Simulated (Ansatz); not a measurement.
```yaml
crystal:
  periodic: [false, false, false]
  atoms:
    - {symbol: O, position_ang: [-0.492285, 0.180497, 1.252007]}
    - {symbol: Ti, position_ang: [-0.016810, -0.022275, -0.428035]}
    - {symbol: F, position_ang: [-1.249939, 0.670302, -1.450435]}
    - {symbol: F, position_ang: [0.170861, -1.722182, -0.776717]}
    - {symbol: Cl, position_ang: [1.906656, 0.969004, -0.772189]}
    - {symbol: H, position_ang: [-0.276382, -0.139246, 2.129268]}
basis:
  gaussian: {orbitals: "6-31G*"}
magnetization: {spin_polarized: true, initial_magnetization: 3}
hamiltonian: {xc: {name: B2GP-PLYP}}
accuracy: high
scf: {lower_state_search: off}
output: {forces: true}
```

```sh
$ ansatz run in.yaml --threads 4 --pin off --events-out ev --progress --plain --max-ram 10444MiB
```

It prints (some lines left out):

```
Error: a molecule whose nuclei and cores have a total charge of 66 cannot have a net charge of 0 together with 3 unpaired electrons
```

In this input the number of unpaired electrons doesn't fit the electron count. The program refused the input.
